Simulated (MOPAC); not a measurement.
Input for MOPAC: PM6 on GeH2 (SMILES [GeH2]), a point of a bond scan (R = 2.159 Å).

```
PM6 1SCF PRECISE CHARGE=0 THREADS=1
GeH2

Ge     0.00662121 1    -0.00051204 1     0.06580777 1
H     -0.16869381 1    -1.52401123 1    -1.45407581 1
H     -0.08863693 1     1.14541518 1    -1.04581664 1
```

Output:

```
*******************************************************************************
 **                                                                           **
 **                              MOPAC v23.2.5                                **
 **                                                                           **
 *******************************************************************************
 ** MOPAC's Digital Object Identifier: https://doi.org/10.5281/zenodo.6511958 **
 **                                                                           **
 ** Please cite the open-source release paper for use of this MOPAC version:  **
 ** J. E. Moussa and J. J. P. Stewart (2026)                                  **
 ** MOPAC: An open-source semiempirical molecular orbital program             **
 ** J. Open Source Softw., 11(119), 8025, https://doi.org/10.21105/joss.08025 **
 *******************************************************************************

                              PM6 CALCULATION RESULTS

 *******************************************************************************
 *  PM6        - The PM6 Hamiltonian to be used
 *
 *
 *
 *                 CHARGE ON SYSTEM = 0
 *
 *
 *
 *  PRECISE    - TIGHTER CRITERIA TO BE USED
 *  1SCF       - DO 1 SCF AND THEN STOP
 *  THREADS=1  - MULTI-THREADING NOT USED
 *  T=         - A TIME OF 172800.0 SECONDS REQUESTED
 *  DUMP=N     - RESTART FILE WRITTEN EVERY 7200.0 SECONDS REQUESTED
 *******************************************************************************
PM6 1SCF PRECISE CHARGE=0 THREADS=1
 GeH2

   ATOM   CHEMICAL          X               Y               Z
  NUMBER   SYMBOL      (ANGSTROMS)     (ANGSTROMS)     (ANGSTROMS)

     1      Ge          0.00662121  *  -0.00051204  *   0.06580777  *
     2       H         -0.16869381  *  -1.52401123  *  -1.45407581  *
     3       H         -0.08863693  *   1.14541518  *  -1.04581664  *



          CARTESIAN COORDINATES

    NO.       ATOM           X           Y           Z

     1        Ge          0.0066     -0.0005      0.0658
     2         H         -0.1687     -1.5240     -1.4541
     3         H         -0.0886      1.1454     -1.0458

 General Reference for PM6:
 "Optimization of Parameters for Semiempirical Methods V: Modification of NDDO Approximations
 and Application to 70 Elements", J. J. P. Stewart, J. Mol. Mod., 13, 1173-1213 (2007)
 URL: https://link.springer.com/article/10.1007/s00894-007-0233-4

           Empirical Formula: H2 Ge  =     3 atoms



      MOLECULAR POINT GROUP   :   Cs


      RHF CALCULATION, NO. OF DOUBLY OCCUPIED LEVELS = 3


 -------------------------------------------------------------------------------
 PM6 1SCF PRECISE CHARGE=0 THREADS=1
 GeH2



     1SCF WAS SPECIFIED, SO BFGS WAS NOT USED
     SCF FIELD WAS ACHIEVED


                              PM6 CALCULATION
                                                       MOPAC v23.2.5 Linux




          FINAL HEAT OF FORMATION =        111.74978 KCAL/MOL =     467.56109 KJ/MOL


          COSMO AREA              =         81.10 SQUARE ANGSTROMS
          COSMO VOLUME            =         66.65 CUBIC ANGSTROMS

          IONIZATION POTENTIAL    =          8.269379 EV
          HOMO LUMO ENERGIES (EV) =         -8.269 -1.832
          NO. OF FILLED LEVELS    =          3
          MOLECULAR WEIGHT        =         74.6058         POINT GROUP:  Cs

          MOLECULAR DIMENSIONS (Angstroms)

            Atom       Atom       Distance
            H     3    H     2     2.70165
            H     2   Ge     1     1.27810
            H     2   Ge     1     0.00000


          SCF CALCULATIONS        =          1





   ATOM   CHEMICAL          X               Y               Z
  NUMBER   SYMBOL      (ANGSTROMS)     (ANGSTROMS)     (ANGSTROMS)

     1      Ge          0.00662121  *  -0.00051204  *   0.06580777  *
     2       H         -0.16869381  *  -1.52401123  *  -1.45407581  *
     3       H         -0.08863693  *   1.14541518  *  -1.04581664  *

                             CARTESIAN COORDINATES

   1   Ge        0.006621210    -0.000512040     0.065807770
   2    H       -0.168693810    -1.524011230    -1.454075810
   3    H       -0.088636930     1.145415180    -1.045816640


           Empirical Formula: H2 Ge  =     3 atoms



      MOLECULAR POINT GROUP   :   Cs


                  EIGENVALUES
 -15.22092  -9.40855  -8.26938  -1.83209   0.94233   2.99381


              NET ATOMIC CHARGES AND DIPOLE CONTRIBUTIONS

  ATOM NO.   TYPE          CHARGE      No. of ELECS.   s-Pop       p-Pop
    1         Ge           0.020505        3.9795     1.80113     2.17837
    2          H          -0.007919        1.0079     1.00792
    3          H          -0.012586        1.0126     1.01259
 DIPOLE           X         Y         Z       TOTAL
 POINT-CHG.     0.012    -0.011     0.125     0.126
 HYBRID        -0.189     0.623    -1.966     2.071
 SUM           -0.176     0.612    -1.841     1.948


          ATOMIC ORBITAL ELECTRON POPULATIONS

     Atom    s        px        py        pz
    1 Ge   1.80113   0.01200   0.98892   1.17745
    2  H   1.00792
    3  H   1.01259

 **********************
 *                    *
 * JOB ENDED NORMALLY *
 *                    *
 **********************




 == MOPAC DONE ==
```

The run finished.

Cost: around 0.020 core-seconds (rough).
